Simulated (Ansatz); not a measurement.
`CO[Si](C)(O)F` and `CO[SiH](O)F` differ in one atom or group.

Ansatz, PBE0-D4/def2-TZVP geometries, multiplicity 1. Each molecule was computed in one conformer, which needn't be the lowest.

```csv
property,`CO[Si](C)(O)F`
HOMO energy (PBE/def2-TZVPP) / eV,-6.86
HOMO–LUMO gap (ωB97M-V/def2-TZVPP) / eV,13.20
HOMO–LUMO gap (PBE0/def2-TZVPP) / eV,9.35
LUMO energy (B3LYP/def2-TZVPP) / eV,0.51
size of the dipole moment (B3LYP/def2-TZVPP) / D,1.47
size of the dipole moment (PBE/def2-TZVPP) / D,1.37
```

(1) What does the change do to each property? (Best estimate.)

Answers

(1) Computed: 
```tsv
property	`CO[SiH](O)F`	shift
HOMO energy (PBE/def2-TZVPP) / eV	-7.11	-0.25
HOMO–LUMO gap (ωB97M-V/def2-TZVPP) / eV	13.52	0.32
HOMO–LUMO gap (PBE0/def2-TZVPP) / eV	9.60	0.25
LUMO energy (B3LYP/def2-TZVPP) / eV	0.50	-0.01
size of the dipole moment (B3LYP/def2-TZVPP) / D	1.76	0.29
size of the dipole moment (PBE/def2-TZVPP) / D	1.70	0.33
```

Dipoles are sizes alone; their direction can turn.

B3LYP here is the variant with VWN-RPA as its local correlation; programs differ in this.
